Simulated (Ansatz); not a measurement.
```yaml
crystal:
  periodic: [false, false, false]
  atoms:
    - {symbol: Ga, position_ang: [-0.755811, -2.293658, -0.769531]}
    - {symbol: Ga, position_ang: [0.397605, 2.610118, 0.346025]}
    - {symbol: Ga, position_ang: [-1.197964, 0.351806, 0.069508]}
    - {symbol: Ga, position_ang: [1.321361, 0.151762, -0.890456]}
    - {symbol: As, position_ang: [-1.550823, 2.246567, 1.606341]}
    - {symbol: As, position_ang: [0.970588, -1.113501, 1.322844]}
    - {symbol: As, position_ang: [1.072361, -3.331050, 0.333283]}
    - {symbol: As, position_ang: [-2.686639, -1.060215, -1.220557]}
    - {symbol: As, position_ang: [2.429312, 2.438170, -0.797458]}
basis:
  gaussian: {orbitals: def2-TZVPD, initial_orbitals: start.molden}
total_charge: -1
magnetization: {spin_polarized: true, initial_magnetization: 4}
hamiltonian: {xc: pbe0, dispersion: d4}
scf: {omitted_lower_state_checks: [starts]}
output: {orbitals: {seedname: orbitals}}
```

The file start.molden holds the orbitals of an earlier run on this structure, at another level or in another basis.

```sh
$ ansatz run in.yaml --threads 4 --pin off --events-out ev --progress --plain --max-ram 6963MiB
```

Q: Does this run fit into the memory that it is given?

A: No. It has 486 basis functions, and Ansatz plans for 13 GiB where 7 GiB are given.
